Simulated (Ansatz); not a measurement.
C$_{2}$H$_{5}$ClOSi (`C=C(Cl)O[SiH3]`), relaxed with RKS PBE-D4/def2-SVP in the Gaussian-basis code of Ansatz from a rough embedded geometry. The force threshold is 0.03 eV/Å; the program also tests the step.

Total charge 0; spin multiplicity 1.

Start:

```xyz
10

C     0.440   -1.457    1.401
C     0.009   -0.807    0.388
Cl   -0.955   -1.683   -0.717
O     0.308    0.517    0.196
Si   -0.172    1.533   -0.972
H     0.294   -2.547    1.588
H     1.102   -0.988    2.146
H     0.358    2.870   -0.792
H    -1.687    1.560   -0.976
H     0.303    1.001   -2.262
```

**Question.** How much energy does the relaxation release, and in how many steps? (Estimate.)

**Answer.** Ansatz gave: 50.58 kJ/mol, in 6 steps.

**Question.** Which bonds change most? (An estimate is asked.)

**Answer.** Computed: O4–Si5 from 1.621 to 1.711 Å; C1–C2 from 1.279 to 1.345 Å; C2–Cl3 from 1.708 to 1.774 Å; Si5–H8 from 1.449 to 1.496 Å.

**Question.** Give the relaxed structure. (Estimate.)

**Answer.** Ansatz gave: 
```xyz
10

C     0.510   -1.504    1.488
C     0.058   -0.804    0.432
Cl   -0.949   -1.573   -0.809
O     0.318    0.494    0.219
Si   -0.238    1.502   -1.047
H     0.264   -2.566    1.604
H     1.132   -0.995    2.236
H     0.388    2.819   -0.709
H    -1.734    1.610   -1.033
H     0.250    1.017   -2.380
```
